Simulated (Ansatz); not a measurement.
Total energies of the cluster ZnBr₂ from Ansatz at r2SCAN-D4/def2-TZVP, gas phase (1 Eh = 27.2114 eV = 2625.5 kJ/mol). The reference geometry is relaxed at PBE0-D4/def2-TZVP.

```xyz
3

Zn    0.000    0.000    0.000
Br   -1.700   -0.062    1.433
Br    1.700    0.063   -1.434
```

```csv
state,geometry,energy (Eh)
charge 0 singlet,reference,-6927.78565
charge 1 doublet,reference,-6927.40200
charge 0 triplet,relaxed at PBE0-D4/def2-TZVP,-6927.67472
charge 0 quintet,relaxed at PBE0-D4/def2-TZVP,-6927.44320
free Zn atom (singlet),–,-1779.37409
free Br atom (doublet),–,-2574.09258
```

(1) Work out the vertical ionisation energy to the doublet.

(2) Which of the charge 0 states is lowest, and how far above it are the others?

(3) What is the binding energy per atom against free atoms?

(1) E(charge 1 doublet) − E(charge 0 singlet) = -6927.40200 − (-6927.78565) = 0.38365 Eh = 10.44 eV. For comparison, −ε of the highest occupied level is 7.64 eV at this level, 2.80 eV less.

(2) The singlet. triplet: -6927.67472 − (-6927.78565) = 0.11093 Eh = 291.2 kJ/mol; quintet: -6927.44320 − (-6927.78565) = 0.34245 Eh = 899.1 kJ/mol.

(3) Atoms: 1 × (-1779.37409) + 2 × (-2574.09258) = -6927.55925 Eh. Binding: -6927.55925 − (-6927.78565) = 0.22640 Eh = 6.16 eV, or 2.05 eV for each of 3 atoms (no zero-point energy, no counterpoise term).

The structure comes from a short search, and lower isomers may exist.
